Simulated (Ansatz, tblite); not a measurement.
Isomers of Si₄H₈ (singlet), found by a short tight-binding search and relaxed with r2SCAN-D4/def2-SVP in Ansatz.

The xTB rows come from tblite. HSE06 is defined as in plane-wave codes, on full-range PBE exchange. Correlated methods freeze 20 core orbitals.

Other spin states weren't relaxed.

A:

```xyz
12

Si    0.757    0.091   -2.079
Si   -1.644   -0.110    1.010
Si    0.516   -0.588    1.745
Si    0.188    0.952    0.009
H    -0.049    0.716   -3.173
H     1.155   -1.889    1.393
H    -2.425   -1.101    0.216
H     2.209    0.292   -2.376
H     0.469   -1.377   -2.043
H    -2.483    0.696    1.942
H     0.897   -0.089    3.098
H     0.410    2.408    0.257
```

B:

```xyz
12

Si   -0.693    0.157    1.489
Si    1.125    0.059   -1.206
Si    0.279   -1.606    0.246
Si   -0.710    1.392   -0.529
H    -0.583    2.881   -0.497
H     1.213   -2.566    0.911
H     2.389    0.623   -0.631
H     0.336    0.732    2.415
H     1.332   -0.246   -2.655
H    -1.918    1.013   -1.330
H    -0.804   -2.371   -0.455
H    -1.966   -0.068    2.241
```

Question: Estimate their order by electronic energy at CCSD(T)/def2-TZVP, counted from the lowest.

Answer: B (0.0) < A (18.7), in kcal/mol.

Question: Do the other levels pick the same lowest one?

Answer: All that were run do. Energies above each level's lowest (kcal/mol):

```json
{"level": "GFN1-xTB", "A": "15.6", "B": "0.0"}
{"level": "GFN2-xTB", "A": "19.2", "B": "0.0"}
{"level": "HF/def2-TZVP", "A": "19.0", "B": "0.0"}
{"level": "LDA (SPW92)/def2-TZVP", "A": "18.5", "B": "0.0"}
{"level": "PBE-D4/def2-TZVP", "A": "18.0", "B": "0.0"}
{"level": "r2SCAN-D4/def2-TZVP", "A": "17.4", "B": "0.0"}
{"level": "PBE0-D4/def2-TZVP", "A": "18.9", "B": "0.0"}
{"level": "HSE06-D4/def2-TZVP", "A": "18.8", "B": "0.0"}
{"level": "MP2/def2-TZVP", "A": "18.5", "B": "0.0"}
{"level": "CCSD/def2-TZVP", "A": "18.9", "B": "0.0"}
{"level": "CCSD(T)/def2-TZVP", "A": "18.7", "B": "0.0"}
```
Point groups (tolerance 0.1 Å): A not assigned, B D2d. Lower isomers may exist.
